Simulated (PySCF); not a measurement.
Al(Cl)(NHMe)(OH) (CH5AlClNO), SMILES [Cl][Al]([OH])[NH]C. Coordinates come from a PBE-D3(BJ)/def2-SVP optimisation. The structure was generated by enumeration; whether it is a known compound was not checked. The values are those of a single conformer.

Computed equilibrium geometry at PBE-D3(BJ)/def2-SVP (PySCF confirms it by a frequency run) as Cartesian coordinates in Å, and its point group (one conformer of several):
point group Cs.
```xyz
10

Al     0.2505    -0.1108     0.0000
Cl    -0.5753    -2.0593     0.0000
N     -0.8363     1.2899     0.0000
C     -0.4705     2.6975     0.0000
H     -1.8485     1.1392     0.0000
H     -0.8480     3.2411    -0.8970
H     -0.8480     3.2411     0.8970
H      0.6331     2.8033     0.0000
O      1.9403     0.1697     0.0000
H      2.5905    -0.5487     0.0000
```
Charge 0, spin multiplicity 1.
